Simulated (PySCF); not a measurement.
# Ionisation energy of Fe⁺ by level of theory

Fe⁺ [Ar] 3d6 4s1 (6D) → Fe²⁺ [Ar] 3d6 (5D), as a difference of total energies. Calculation: PySCF 2.14, in pcseg-2 (6s4p3d2f1g, 56 functions); the non-relativistic Hamiltonian (point nucleus). Correlated levels: valence: [Ar] frozen. The calculations carry no spin-orbit coupling.

| method | ionisation energy (eV) |
| --- | --- |
| UHF | 15.132 |
| PBE | 16.636 |
| r2SCAN | 16.487 |
| MP2 (valence) | 15.690 |
| SCS-MP2 (valence) | 15.452 |

Q: How much does correlation contribute at MP2 (valence)?

A: 15.690 − (15.132) = 0.558 eV, measured against UHF.

These non-relativistic numbers lack the scalar-relativistic shift.

The reference lies between the lowest fine-structure levels, while these numbers refer to the centres of the terms.

Errors of the correlated levels include the incompleteness of this basis and the frozen core.

For comparison: 16.199 eV (measured; NIST Atomic Spectra Database, ionization energies).
